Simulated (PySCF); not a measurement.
C2H5Se2, SMILES [Se](C)[Se][CH2], multiplicity 2. Atoms are numbered in the order given.

```xyz
9

C      2.1225    -0.0692     0.8138
Se     0.9848    -0.3471    -0.6143
Se    -0.9942     0.6341     0.1543
C     -1.8664    -0.9510     0.8793
H      3.1914     0.0156     0.6050
H      1.7325     0.0364     1.8274
H     -2.8586    -0.6233     1.2235
H     -1.9840    -1.7129     0.0988
H     -1.2976    -1.3521     1.7274
```
Charge 0, spin multiplicity 2.

Coordinates come from a PBE0-D3(BJ)/def2-SVP optimisation. The isomer is the one that the SMILES or the coordinates give; other isomers of the formula were not compared. Other conformers were not sampled.

These are PySCF with ωB97X/def2-TZVP values and carry that method's errors.

Atomic charges (e):

| atom | Mulliken | meta-Löwdin | Mulliken spin |
|---|---|---|---|
| C1 | [?] | -0.45 | 0.88 |
| Se2 | [?] | 0.17 | 0.11 |
| Se3 | 0.00 | 0.05 | 0.04 |
| C4 | -0.42 | -0.43 | 0.00 |
| H5 | [?] | 0.14 | -0.02 |
| H6 | [?] | 0.13 | -0.02 |
| H7 | 0.14 | 0.13 | 0.00 |
| H8 | 0.15 | 0.13 | 0.00 |
| H9 | 0.14 | 0.13 | 0.00 |

Q: Some entries are withheld; supply them. (An estimate is asked for; the answer gives what the named calculation found.)

A: 
- C1, Mulliken: -0.44
- Se2, Mulliken: 0.11
- H5, Mulliken: 0.16
- H6, Mulliken: 0.16

Q: Give the Mayer and Wiberg (Löwdin basis) orders of the bonds. (The exact figures need the calculation; the answer reports its results.)

A: 
```json
[
 {"bond": "C1–Se2", "Mayer": "1.27", "Wiberg": "1.86"},
 {"bond": "Se2–Se3", "Mayer": "1.12", "Wiberg": "1.52"},
 {"bond": "Se3–C4", "Mayer": "1.02", "Wiberg": "1.47"},
 {"bond": "C1–H5", "Mayer": "0.95", "Wiberg": "0.96"},
 {"bond": "C1–H6", "Mayer": "0.96", "Wiberg": "0.96"},
 {"bond": "C4–H7", "Mayer": "0.96", "Wiberg": "0.93"},
 {"bond": "C4–H8", "Mayer": "0.96", "Wiberg": "0.94"},
 {"bond": "C4–H9", "Mayer": "0.96", "Wiberg": "0.94"}
]
```
